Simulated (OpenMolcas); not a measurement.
## O³⁺: effect of the active space

```yaml
Program: OpenMolcas
Method: XMS-CASPT2 or its RAS form, IPEA 0.25 Eh, imaginary shift 0.1 Eh
Basis: ANO-RCC-VTZP
Scalar_Hamiltonian: DKH2, point nucleus
Spin-orbit_coupling: RASSI with atomic mean-field integrals over the reference wave functions, term energies averaged over their components
```

A. 3 electrons in 4 orbitals (2s 2p); 2S+1 = 4 odd, 1 root; 2S+1 = 2 odd, 11 roots; 2S+1 = 4 even, 3 roots; 2S+1 = 2 even, 9 roots; closed shells correlated: 1s; CASPT2 step roughly 1.7 core-seconds
B. 3 electrons in 8 orbitals (2s 2p 3s 3p); 2S+1 = 4 odd, 1 root; 2S+1 = 2 odd, 11 roots; 2S+1 = 4 even, 3 roots; 2S+1 = 2 even, 9 roots; closed shells correlated: 1s; CASPT2 step roughly 5 core-seconds
C. 3 electrons in 9 orbitals (RAS2 2s 2p; RAS3 3d, at most 2 electrons); 2S+1 = 4 odd, 1 root; 2S+1 = 2 odd, 11 roots; 2S+1 = 4 even, 3 roots; 2S+1 = 2 even, 9 roots; closed shells correlated: 1s; CASPT2 step roughly 10 core-seconds

Energies in cm⁻¹ above 2s² 2p ²P°_1/2, the measured ground level; measured values from Moore, Selected Tables of Atomic Spectra, NSRDS-NBS 3, section 10.

| Level | A | B | C | Measured |
| --- | --- | --- | --- | --- |
| 2s² 2p ²P°_1/2 | 0.0 | 0.0 | 0.0 | 0.0 |
| 2s² 2p ²P°_3/2 | 360 | 377 | 359 | 386 |
| 2s 2p² ⁴P_1/2 | 71260 | 71230 | 71100 | 71440 |
| 2s 2p² ⁴P_3/2 | 71390 | 71360 | 71230 | 71570 |
| 2s 2p² ⁴P_5/2 | 71610 | 71580 | 71450 | 71756 |
| 2s 2p² ²D_3/2 | 128040 | 127860 | 128120 | 126950 |
| 2s 2p² ²D_5/2 | 128040 | 127870 | 128130 | 126936 |
| 2s 2p² ²S_1/2 | 166980 | 166960 | 166870 | 164366 |
| 2s 2p² ²P_1/2 | 183500 | 183140 | 182480 | 180481 |
| 2s 2p² ²P_3/2 | 183750 | 183400 | 182730 | 180724 |
| 2p³ ⁴S°_3/2 | 232470 | 232390 | 232100 | 231538 |
| 2p³ ²D°_3/2 | 257030 | 256840 | 256730 | 255185 |
| 2p³ ²D°_5/2 | 257040 | 256840 | 256730 | 255156 |
| 2p³ ²P°_1/2 | 292290 | 291730 | 291800 | 289015 |
| 2p³ ²P°_3/2 | 292300 | 291760 | 291820 | 289024 |

Deviations, from unrounded energies. A percentage is the sum of absolute deviations over the sum of measured energies, with the sign that they share, or ± where signs differ.

```
                  Against measurement  Levels     A     B     C
       mean absolute deviation (cm-1)      14  1600  1400  1400
fine structure of the ground term (%)       1  -6.7  -2.3  -7.0
             other configurations (%)      13  ±1.0  ±0.9  ±0.8
```

B, C lie about equally close to measurement and A furthest from it. The largest miss of C in the table is 2p³ ²P°_3/2, by +2800 cm-1. The ranking rests on the paired levels alone, and a cruder setting can come out closer through cancelling errors.

The two smallest mean deviations differ by little beside CASPT2's spread within terms, so their order carries little weight.

Among A to C the level of the table that moves most is 2s 2p² ²P_3/2, by 1000 cm-1 (lowest in C, highest in A). Moves below CASPT2's spread within the term are not significant.

Term energies are means over components that CASPT2 splits; among the terms shown or strongly mixed into the levels shown the widest spread is 770 cm-1 (2p³ ²D°, A). Active for correlation alone: 3p 3s; no level in the range computed is led by a configuration that fills them, so any true level of that kind is missing (holds for B). Active for correlation alone: 3d; no level in the range computed is led by a configuration that fills it, so any true level of that kind is missing (holds for C). Measured partners are found by configuration, term and J. A level has none where our copy of the source lacks it or the pairing is in doubt (some pairs that miss far off the trend of their configuration count as doubtful), and it then counts in no deviation. Levels of configurations outside the active space are missing.

° marks odd parity.
